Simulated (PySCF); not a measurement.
Stretching ErS

Set-up: Er x2c-SVPall, S x2c-SVPall; spin-free X2C with a Gaussian nucleus (PySCF 2.14). Energies in eV from Er (4f12 6s2) + S in their ground configurations at the same level. All curves are PBE0. state 1: Ms = 1 determinant of mixed spin, about 11.2 electrons in the 4f shell (Mulliken), real f orbitals that mix terms; state 2: quintet, about 11.1 electrons in the 4f shell (Mulliken), real f orbitals that mix terms, a second solution, started from another occupation; state 3: triplet, about 11.9 electrons in the 4f shell (Mulliken), real f orbitals that mix terms, a second solution, started from another occupation.

| R (Å) | state 1 | state 2 | state 3 |
| --- | --- | --- | --- |
| 1.967 | -2.375 | -2.336 | -1.281 |
| 2.058 | -3.213 | -3.174 | -2.230 |
| 2.150 | -3.672 | -3.628 | -2.820 |
| 2.218 | -3.830 | -3.780 | -3.084 |
| 2.287 | -3.868 | -3.808 | -3.229 |
| 2.356 | -3.817 | -3.742 | -3.278 |
| 2.447 | -3.649 | -3.545 | -3.231 |
| 2.561 | -3.337 | -3.185 | -3.042 |
| 2.699 | -2.885 | -2.671 | -2.697 |
| 2.882 |  | -1.967 | -2.144 |

Task: Put a parabola through the three lowest points of the state 1 curve and estimate Re, k and ωe (reduced mass 26.81 u; 1 eV/Å² = 0.16022 mdyn/Å; ωe = 1302.8·√(k/μ) cm⁻¹).

Result: Through R = 2.218, 2.287, 2.356 Å the second-order coefficient is 9.35 eV/Å², so Re ≈ 2.282 Å, k ≈ 3.00 mdyn/Å and ωe ≈ 435 cm⁻¹. A polynomial fit of higher order to the unrounded PBE0 energies gives Re = 2.279 Å, k = 3.15 mdyn/Å, ωe = 446 cm⁻¹; anharmonicity and rounding make the difference.

The higher-order fit for each curve: state 1: Re = 2.279 Å, ωe = 446 cm⁻¹, De = 3.87 eV; state 2: Re = 2.271 Å, ωe = 466 cm⁻¹, minimum 3.81 eV below the ground-state fragments; state 3: Re = 2.364 Å, ωe = 395 cm⁻¹, minimum 3.28 eV below the ground-state fragments.

These are scalar-relativistic numbers at best; spin–orbit coupling would shift them, the dissociation energy most. With d or f electrons several states lie close, and the lowest PBE0 determinant need not be the measured ground state.
